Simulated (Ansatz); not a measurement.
The first iterations of a band of ClH3Sn + H2 (7 atoms, charge 0, multiplicity 1).

Level of theory: RKS PBE0/def2-mTZVP in Ansatz.

```
movable images  : 9
climbing image  : yes
spring          : 5.0 eV/Å²
optimiser       : quadratic models (default)
start path      : through a guess of the saddle point
force threshold : 0.05 eV/Å
iteration limit : 60
end points      : relaxed
```

Initial state:

```xyz
7
Properties=species:S:1:pos:R:3
Sn 0.466 0.000 -0.118
Cl 0.610 0.000 2.229
H 2.076 0.000 -0.676
H -0.379 1.420 -0.533
H -0.379 -1.420 -0.533
H -3.234 0.000 1.205
H -2.716 0.000 1.742
```

Final state:

```xyz
7
Properties=species:S:1:pos:R:3
Sn -0.056 0.000 -0.647
Cl -1.845 0.000 3.834
H 1.640 0.000 -0.474
H -0.577 1.403 -1.466
H -0.577 -1.403 -1.466
H -0.758 0.000 0.921
H -1.384 0.000 2.617
```

| iteration | highest image above the first end (eV) | largest band force component (eV/Å) |
| --- | --- | --- |
| 1 | 3.051 | 4.361 |
| 2 | 2.447 | 2.319 |
| 3 | 2.141 | 0.887 |
| 4 | 2.140 | 1.519 |
| 5 | 2.128 | 0.744 |

Q: Does the band converge within its limit, and where does its top end?

A: The run converged. It ended after 16 iterations with the highest image 2.059 eV above the first end. A vibrational analysis at the climbing image gives 2 clearly imaginary modes (1080i, 145i cm⁻¹): a point of higher order. A lower path may pass nearby, or the ends, which weren't checked, may share the extra mode. The orbitals stay closed-shell, which can raise the energy where a bond breaks towards radicals; this wasn't checked here.

Time of the run: 7.1 min on 1 thread of Arm Neoverse V1, with other jobs on the host, peak memory 0.15 GiB.
